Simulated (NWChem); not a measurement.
System: CHBrCl$_{2}$; SMILES ClC(Cl)Br

Excerpt of the output:

```
             Northwest Computational Chemistry Package (NWChem) 7.3.0
             --------------------------------------------------------

                             Geometry "geometry" -> ""
                             -------------------------

 Output coordinates in angstroms (scale by  1.889725989 to convert to a.u.)

  No.       Tag          Charge          X              Y              Z
 ---- ---------------- ---------- -------------- -------------- --------------
    1 Cl                  17.0000    -0.07810700     1.32470800    -1.47488700
    2 C                    6.0000     0.48327400     0.49680500     0.00000000
    3 Cl                  17.0000    -0.07810700     1.32470800     1.47488700
    4 Br                  35.0000    -0.03395300    -1.40036600     0.00000000
    5 H                    1.0000     1.56804500     0.51328300     0.00000000

 Effective nuclear repulsion energy (a.u.)     390.1305237744

                                 NWChem DFT Module
                                 -----------------

 Summary of "ao basis" -> "ao basis" (spherical)
 ------------------------------------------------------------------------------
       Tag                 Description            Shells   Functions and Types
 ---------------- ------------------------------  ------  ---------------------
 Cl                          6-31g*                  8       18   4s3p1d
 C                           6-31g*                  6       14   3s2p1d
 Br                          6-31g*                 12       32   5s4p3d
 H                           6-31g*                  2        2   2s

 in cosmo_initialize ...
 calling solv_data for solv:h2o

 solvent parameters
 solvname_short: h2o
 solvname_long:  water
 dielec:       78.4000
 dielecinf:     1.7769
 aqueous SMD model solvent descriptors
 dielec:       78.4000
 sola:          0.8200

          ---------------
          -cosmo- solvent
          ---------------
 Cosmo: York-Karplus, doi: 10.1021/jp992097l
 dielectric constant -eps-     =  78.40
 screen = (eps-1)/(eps    )    =   0.98724
 surface charge correction     = lagrangian

   van der Waals surface
 --------------------------

[...]

                                COSMO-SMD solvation results
                                ---------------------------

             internal energy in gas <Psi(g)|H|Psi(g)> =     -3532.948248820771
         internal energy in solvent <Psi(s)|H|Psi(s)> =     -3532.947713942008
                               delta internal energy  =         0.000534878764 (    0.34 kcal/mol)
   total free energy in solvent <Psi(s)|H+V/2|Psi(s)> =     -3532.951965415407
 polarization energy contribution <Psi(s)|V/2|Psi(s)> =        -0.004251473400 (   -2.67 kcal/mol)
    total free energy in solvent including G(SMD-CDS) =     -3532.950784491879
                       G(SMD-CDS) energy contribution =         0.001180923528 (    0.74 kcal/mol)
     1 M fixed-concentration free energy of solvation =        -0.002535671108 (   -1.59 kcal/mol)

                       DFT Final Molecular Orbital Analysis
                       ------------------------------------

 Vector   36  Occ=2.000000D+00  E=-3.240281D-01
              MO Center=  3.1D-02,  9.1D-01, -4.8D-08, r^2= 3.9D+00
   Bfn.  Coefficient  Atom+Function         Bfn.  Coefficient  Atom+Function
  ----- ------------  ---------------      ----- ------------  ---------------
     7      0.411886  1 Cl px                39      0.411886  3 Cl px
    62      0.306518  4 Br py                11      0.229617  1 Cl px
    43      0.229617  3 Cl px                 8      0.226653  1 Cl py
    40      0.226653  3 Cl py                 3     -0.159847  1 Cl px
    21     -0.160099  2 C  px                35     -0.159847  3 Cl px

 Vector   37  Occ=2.000000D+00  E=-3.070204D-01
              MO Center=  3.7D-03, -1.2D+00, -6.4D-08, r^2= 2.1D+00
   Bfn.  Coefficient  Atom+Function         Bfn.  Coefficient  Atom+Function
  ----- ------------  ---------------      ----- ------------  ---------------
    61      0.729407  4 Br px                57     -0.326695  4 Br px
    65      0.327306  4 Br px                62     -0.220381  4 Br py
     8     -0.126633  1 Cl py                40     -0.126633  3 Cl py
    66     -0.099982  4 Br py                84     -0.098849  5 H  s
    53      0.097932  4 Br px                58      0.097695  4 Br py

 Vector   38  Occ=2.000000D+00  E=-3.000449D-01
              MO Center= -4.0D-02, -6.0D-01, -1.1D-08, r^2= 3.6D+00
   Bfn.  Coefficient  Atom+Function         Bfn.  Coefficient  Atom+Function
  ----- ------------  ---------------      ----- ------------  ---------------
    63      0.686318  4 Br pz                59     -0.305859  4 Br pz
    67      0.299966  4 Br pz                 8     -0.295654  1 Cl py
    40      0.295654  3 Cl py                12     -0.158947  1 Cl py
    44      0.158946  3 Cl py                 4      0.113247  1 Cl py
    36     -0.113247  3 Cl py                 9     -0.094753  1 Cl pz

 Vector   39  Occ=0.000000D+00  E=-6.484130D-02
              MO Center=  1.2D-02, -1.8D-01, -1.3D-08, r^2= 3.9D+00
   Bfn.  Coefficient  Atom+Function         Bfn.  Coefficient  Atom+Function
  ----- ------------  ---------------      ----- ------------  ---------------
    24      1.144190  2 C  s                 66     -0.553214  4 Br py
    62     -0.465337  4 Br py                25     -0.331949  2 C  px
    64     -0.282721  4 Br s                 13     -0.271838  1 Cl pz
    20      0.271626  2 C  s                 45      0.271838  3 Cl pz
    21     -0.244162  2 C  px                26     -0.211480  2 C  py

[...]
```

Level: B3LYP/6-31G* (spherical d), SMD on the gas-phase geometry. Coordinates come from a B3LYP/6-31G* (spherical d) optimisation. Solvent: water.

Q: Reconstruct the input file.

A: One answer among several that fit: the input that was run:
```
start job
memory heap 200 mb stack 900 mb global 1100 mb
geometry units angstroms noautosym nocenter noautoz
  Cl    -0.078107     1.324708    -1.474887
  C      0.483274     0.496805     0.000000
  Cl    -0.078107     1.324708     1.474887
  Br    -0.033953    -1.400366     0.000000
  H      1.568045     0.513283     0.000000
end
basis spherical
  * library 6-31g*
end
dft
  xc b3lyp
  iterations 150
end
cosmo
  do_cosmo_smd true
  solvent water
end
task dft energy
```
